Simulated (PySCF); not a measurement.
C₃H₅, SMILES C=[C]C (connectivity only; charge and spin as stated), charge +1, multiplicity 1. The structure is a stationary point at PBE0-D3(BJ)/def2-TZVP. The spin state was assumed, not searched. The isomer is the one that the SMILES or the coordinates give; other isomers of the formula were not compared.

Computed with PBE0-D3(BJ)/def2-TZVP in PySCF.

Harmonic wavenumbers (cm⁻¹): 188, 294, 356, 558, 836, 928, 1007, 1028, 1257, 1297, 1327, 1438, 1962, 2909, 3063, 3086, 3140, 3156. Rotational constants (GHz): 100.7, 8.398, 8.180; symmetry number 1.

Work out the zero-point energy and the ideal-gas rigid-rotor harmonic-oscillator thermochemistry at 298.15 K and 1 atm.

ZPE = ½ Σ hcν = ½ × 27831 cm⁻¹ = 166.47 kJ/mol. H − E(el) = 181.04 kJ/mol. Entropy in J/(mol K): translation 155.08, rotation 89.40, vibration 24.89, total 269.38. G − E(el) = 100.73 kJ/mol. Cp = 69.08 J/(mol K).
